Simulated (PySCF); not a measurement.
## Rh (rhodium, neutral) across methods

[Kr] 4d7 5s2, high-spin 4F determinant (an excited configuration). Computed with PySCF 2.14 in aug-cc-pwCVDZ-PP with ECP28MDF (6s6p5d3f, 70 functions), with a scalar-relativistic core potential.

```tsv
method	E (hartree)	mean ε 4d β (eV)	mean ε 5s α (eV)	mean ε 5s β (eV)	Σ⟨r²⟩ (bohr²)	⟨S²⟩
r2SCAN	-110.0985	-7.953	-5.876	-5.118	52.20	3.762
LDA	-109.8438	-7.721	-5.930	-5.240	52.09	3.755
UHF	-109.34195	-13.948	-7.626	-6.560	54.63	3.766
PBE	-110.0746	-7.780	-5.681	-4.946	52.41	3.756
PW91	-110.1294	-7.854	-5.746	-5.003	52.35	3.756
BLYP	-110.0401	-7.687	-5.544	-4.960	52.52	3.755
PBE0	-110.0546	-9.487	-6.336	-5.562	52.47	3.757
wB97M-V	-109.9858	-11.941	-8.162	-7.498	52.60	3.755
```

Q: Estimate the same row for B3LYP.

A: E (hartree) = -110.1112; mean ε 4d β (eV) = -9.199; mean ε 5s α (eV) = -6.225; mean ε 5s β (eV) = -5.605; Σ⟨r²⟩ (bohr²) = 52.49; ⟨S²⟩ = 3.755.

Energies and moments cover only the electrons outside the core potential.
